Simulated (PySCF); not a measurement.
Electron correlation in Zn²⁰⁺ (zinc, charge +20)

Starting occupation: [Ne]. Computed with PySCF 2.14 in an uncontracted even-tempered set (18 s from 1.2 bohr⁻², ratio 2.6; 12 p from 1.5 bohr⁻², ratio 2.6; 6 d from 1.5 bohr⁻², ratio 2.8; 3 f from 45 bohr⁻², ratio 2.8), with X2C-1e with screened-nucleus spin-orbit coupling, Gaussian nucleus. Frozen: 1s2; 8 electrons correlated; the 50 highest virtual spinors left out.

MP2 pair energies summed by pair of shells (mhartree):

| pair | energy | share (%) |
| --- | --- | --- |
| 2p1/2-2p3/2 | -97.15 | 33.5 |
| 2p3/2-2p3/2 | -92.60 | 31.9 |
| 2p3/2-2s1/2 | -44.34 | 15.3 |
| 2p1/2-2s1/2 | -22.35 | 7.7 |
| 2p1/2-2p1/2 | -22.23 | 7.7 |
| 2s1/2-2s1/2 | -11.43 | 3.9 |

Total MP2 correlation energy: -290.11 mhartree.

The virtual space was cut to 44 spinors, which keep -222.40 of the -290.11 mhartree of MP2 correlation.

```csv
level,correlation energy (mhartree)
CCSD,-224.28
(T),-0.07
CCSD(T),-224.35
```

Diagnostics: T1 = 0.00015, largest double amplitude 0.004.

Cost of the coupled-cluster step: about 11 core-seconds, for 8 occupied and 44 virtual spinors.

The coupled-cluster values are those of the cut space; adding the MP2 remainder, -67.71 mhartree, estimates the full space.
